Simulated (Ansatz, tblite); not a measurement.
Cost and result up the ladder for Rb₂F₂⁺ (4 atoms). The state is a doublet with charge 1. Geometry: PBE0-D4/def2-TZVP.

```xyz
4

Rb   -0.5338   -1.4938    1.9095
Rb    0.5350    1.4950   -1.9083
F    -0.7126    0.6072    0.2759
F     0.7114   -0.6084   -0.2772
```

Ansatz on 4 threads of Arm Neoverse V2 on a shared host; xTB runs through tblite on one thread. Times are rough, summed over both states, and most runs start from the orbitals of an earlier one. CCSD(T)/def2-TZVPP serves as the yardstick here, not as an exact answer. The other state is a quartet at its own geometry, which has other bonds, so the gap mixes isomer and spin.

In the def2 sets Rb takes a core potential; there is no spin–orbit coupling. The xTB rows come from tblite. HSE06 is defined as in plane-wave codes, on full-range PBE exchange. Correlated methods freeze 2 core orbitals; core or outer-core shells of Rb are correlated, in sets that lack core-valence functions. In CCSD on the charge 1 doublet the largest single amplitude is 0.16, so its Hartree–Fock determinant may place the open shell otherwise than the density functionals do. In the doublet, F3 and F4 lie 1.95 Å apart (atoms count from 1), so these atoms are partly bonded to each other. In the quartet geometry the species has come apart into loosely held pieces. The structure comes from a short search, and lower isomers may exist.

Correlated methods converge slowly with the basis.

xTB has no spin-polarisation term.

| level | functions | quartet − doublet (eV) | difference from CCSD(T)/def2-TZVPP (eV) |
| --- | --- | --- | --- |
| BLYP-D4/def2-TZVP | 128 | 7.09 | 0.22 |
| PBE-D4/def2-TZVP | 128 | 7.26 | 0.39 |
| BHLYP-D4/def2-TZVP | 128 | 6.22 | -0.65 |
| B97M-V/def2-TZVP | 128 | 7.34 | 0.47 |
| CCSD(T)/def2-TZVPP | 142 | 6.87 | 0.00 |
| GFN2-xTB | 16 | 5.38 | -1.49 |
| RPA@PBE/def2-TZVP | 128 | 6.58 | -0.29 |
| r2SCAN-D4/def2-TZVP | 128 | 7.52 | 0.65 |
| HSE06-D4/def2-TZVP | 128 | 6.95 | 0.08 |
| GFN1-xTB | 16 | 5.96 | -0.91 |
| ωB97X-V/def2-TZVP | 128 | 7.45 | 0.59 |
| MP2/def2-TZVP | 128 | 6.86 | -0.01 |

(1) Estimate how long each takes.

## Answers

(1) GFN2-xTB 0.003 s; GFN1-xTB 0.032 s; MP2/def2-TZVP 2.5 s; PBE-D4/def2-TZVP 6.5 s; HSE06-D4/def2-TZVP 7.2 s; BLYP-D4/def2-TZVP 7.7 s; RPA@PBE/def2-TZVP 8.3 s; BHLYP-D4/def2-TZVP 9.3 s; r2SCAN-D4/def2-TZVP 14 s; B97M-V/def2-TZVP 35 s; ωB97X-V/def2-TZVP 35 s; CCSD(T)/def2-TZVPP 2.1 min. On shared hardware such times vary by a factor of up to 3.
